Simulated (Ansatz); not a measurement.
C$_{3}$H$_{9}$AlFN (SMILES CC(C)[NH][AlH][F]), singlet, geometry from GFN2-xTB (such geometries of metal compounds can be far from the true shape), with bond 11-6 at 1.4 times its length; CASSCF(4,5)/STO-3G (Ansatz, an electronic-structure program).

The Ansatz input:
Ansatz 0.2 input:
```yaml
crystal:
  periodic: [false, false, false]
  atoms:
    - {symbol: Al, position_ang: [0.22603485, -0.23152777, 1.42647924]}
    - {symbol: F, position_ang: [0.38964719, 0.69895453, 2.78009930]}
    - {symbol: H, position_ang: [0.03723400, -1.70328833, 1.71159671]}
    - {symbol: N, position_ang: [0.30753244, 0.57067660, -0.16114689]}
    - {symbol: C, position_ang: [0.12952520, 0.06055031, -1.51254365]}
    - {symbol: C, position_ang: [0.02650165, -1.45521576, -1.43571210]}
    - {symbol: C, position_ang: [-1.12003097, 0.65713383, -2.16444931]}
    - {symbol: H, position_ang: [0.42978215, 1.58094686, -0.17358701]}
    - {symbol: H, position_ang: [1.00412940, 0.33062603, -2.12560423]}
    - {symbol: H, position_ang: [-0.06996357, -1.89366963, -2.42557643]}
    - {symbol: H, position_ang: [1.26938456, -2.01495204, -0.75281555]}
    - {symbol: H, position_ang: [-0.84223849, -1.72143147, -0.83465525]}
    - {symbol: H, position_ang: [-1.25030696, 0.26227208, -3.16896569]}
    - {symbol: H, position_ang: [-1.99733788, 0.40878852, -1.57018326]}
    - {symbol: H, position_ang: [-1.03955413, 1.74050683, -2.22596146]}
basis:
  gaussian:
    orbitals: STO-3G
hamiltonian:
  xc: hf
magnetization: {spin_polarized: false}
correlation: {active_space: {window: {electrons: 4, orbitals: 5}}}
```

Q: What does Ansatz print? Leave out banner, timings and long lists.

A: 
```
Functional definition: HF
580 factors; integrals over basis functions are off by at most 3.7e-5 eV
mean field evaluation 1: about -13826.8001 eV, gradient 2.7e1 eV
mean field evaluation 2: about -13827.0750 eV, gradient 2.7e1 eV
mean field evaluation 4: about -13830.0934 eV, gradient 1.7e0 eV
mean field evaluation 8: about -13830.1056 eV, gradient 1.3e-4 eV
mean field -13830.10559885 eV, -508.2470063753 hartree, gradient 3.0e-6 eV, S^2 0.000000; 0 other end points of the search recorded, 0 dependent functions left out
reference -13830.10559885 eV, -508.2470063753 hartree; 28, 28 occupied and 15, 15 virtual orbitals, 580 factors
state -13831.61706463 eV, -508.3025517183 hartree
Total energy: -13831.61706463 eV, -508.3025517183 hartree
```
